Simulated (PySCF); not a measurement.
# GeSb⁺ at revPBE

Computed with revPBE; basis Ge cc-pVDZ-PP with ECP10, Sb cc-pVDZ-PP with ECP28; scalar-relativistic core potentials; PySCF 2.14.

| Property | Result |
| --- | --- |
| state | ³Σ⁻ (triplet), unpaired electrons π ↑↑ |
| bond length | 2.657 Å |
| harmonic wavenumber | 221 cm⁻¹ |
| force constant | 1.32 mdyn/Å |
| rotational constant Be | 0.05206 cm⁻¹ |
| anharmonicity ωexe | 0.457 cm⁻¹ |
| vibration–rotation constant αe | 0.000155 cm⁻¹ |
| well depth De to Ge⁺ + Sb | 271 kJ/mol |
| dissociation energy D0 | 270 kJ/mol |
| bond order (Mayer) | 1.78 |
| dipole moment (positive dipole points towards Sb; it is taken about the centre of mass and depends on that origin) | -1.80 D |

Spin–orbit coupling is left out, which matters for elements this heavy, above all for dissociation energies. For an ion De counts to the pair picked by the measured ionisation energies or electron affinities, which need not be the lowest pair at this level. The state is the lowest determinant that a PBE0 search found; another state may lie lower at other levels.
